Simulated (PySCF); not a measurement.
Species: C5H4OSSi.
SMILES with atom numbers: `[O:1]=[CH:2][C:3]#[C:4][C:5]#[C:6][SiH2:7][SH:8]` (hydrogens: H9 on C2; H10, H11 on Si7; H12 on S8)

Structure used (GFN2-xTB), in Å, numbered top down from 1:
```
atom  x, y, z in Å
O1     4.878    0.709   -0.039
C2     3.960    0.732   -0.817
C3     2.617    0.367   -0.530
C4     1.466    0.061   -0.288
C5     0.181   -0.273   -0.038
C6    -0.969   -0.590    0.196
Si7   -2.744   -1.000    0.498
S8    -3.931    0.599   -0.330
H9     4.089    1.055   -1.871
H10   -2.981   -1.060    1.935
H11   -3.132   -2.171   -0.268
H12   -3.432    1.569    0.423
```

Method: TDDFT CAM-B3LYP/def2-SVPD, vertical, gas phase, core orbitals frozen in the response (PySCF).

Ground-to-excited transition dipoles (e·a0, same axes as the geometry; the sign carries no meaning), for the states with f of 0.002 or more among the lowest 8:

```csv
state,E (eV),μx,μy,μz
S3,4.220,0.973,0.188,-0.027
S4,4.707,0.162,-0.023,-0.010
S5,5.106,0.446,0.039,-0.148
S6,5.872,-0.686,-0.048,0.137
S7,6.031,0.720,0.018,-0.048
S8,6.187,0.169,0.003,-0.144
```

Problem. What oscillator strength does each state have?

Solution. f = (2/3) ΔE |μ|² with ΔE in hartree (27.2114 eV).

```json
{"state": "S3", "|μ|² (au)": "0.982", "|μ| (D)": "2.52", "f": "0.102"}
{"state": "S4", "|μ|² (au)": "0.027", "|μ| (D)": "0.42", "f": "0.003"}
{"state": "S5", "|μ|² (au)": "0.222", "|μ| (D)": "1.20", "f": "0.028"}
{"state": "S6", "|μ|² (au)": "0.492", "|μ| (D)": "1.78", "f": "0.071"}
{"state": "S7", "|μ|² (au)": "0.521", "|μ| (D)": "1.84", "f": "0.077"}
{"state": "S8", "|μ|² (au)": "0.049", "|μ| (D)": "0.56", "f": "0.007"}
```

Problem. What angle do the transition dipoles of S6 and S7 make?

Solution. |cos θ| = |μa·μb| / (|μa| |μb|) = 0.99, so θ ≈ 8° (taken between 0 and 90°, since the signs are arbitrary).

Problem. How is the summed strength of these states shared among x, y and z?

Solution. (2/3) Σ ΔE μα² gives 0.274 for x, 0.004 for y and 0.009 for z, 0.288 in all.

Problem. What peak molar absorption coefficient would the strongest computed level give as a lone Gaussian band 0.5 eV wide at half height?

Solution. ε(max) = 2.175×10⁸ f / FWHM, with the width in cm⁻¹. S3: 2.175×10⁸ × 0.1015 / 4033 ≈ 5500 L mol⁻¹ cm⁻¹.

One conformer stands for the species.
